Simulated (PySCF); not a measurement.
Atoms are numbered as in `[F:1][C@:2]12[CH:3]=[CH:4][C@H:5]1[CH:6]=[CH:7]2`. Each H is labelled by its parent atom.

Geometry: PBE0-D3(BJ)/def2-SVP; GIAO absolute shieldings from PySCF 2.14.0 with density-fitted response routines, gas phase, non-relativistic, averaged over equivalent atoms.

At B97-2/pcSseg-1 (144 basis functions, 12 s wall time on 1 thread of an Arm Neoverse V1, shared host):
```
      atoms  σ (ppm)
         F1    369.3
      C4/C6     29.2
      C3/C7     35.2
         C2     83.2
         C5    122.7
H(C4)/H(C6)    24.32
H(C3)/H(C7)    24.64
      H(C5)    27.32
```

Predict the values at PBE0/IGLO-III on the same geometry.

Answers


```json
{"atoms": "F1", "σ at PBE0/IGLO-III": "366.1", "change": "-3.2"}
{"atoms": "C4/C6", "σ at PBE0/IGLO-III": "23.2", "change": "-6.0"}
{"atoms": "C3/C7", "σ at PBE0/IGLO-III": "29.8", "change": "-5.4"}
{"atoms": "C2", "σ at PBE0/IGLO-III": "79.6", "change": "-3.6"}
{"atoms": "C5", "σ at PBE0/IGLO-III": "120.8", "change": "-1.9"}
{"atoms": "H(C4)/H(C6)", "σ at PBE0/IGLO-III": "24.24", "change": "-0.08"}
{"atoms": "H(C3)/H(C7)", "σ at PBE0/IGLO-III": "24.62", "change": "-0.02"}
{"atoms": "H(C5)", "σ at PBE0/IGLO-III": "27.34", "change": "+0.02"}
```

The largest change is at C4/C6 (alkene CH). Cost: 295 basis functions, 33 s wall time on 1 thread of an Arm Neoverse V2, shared host. The order of the carbon signals is the same at both levels.
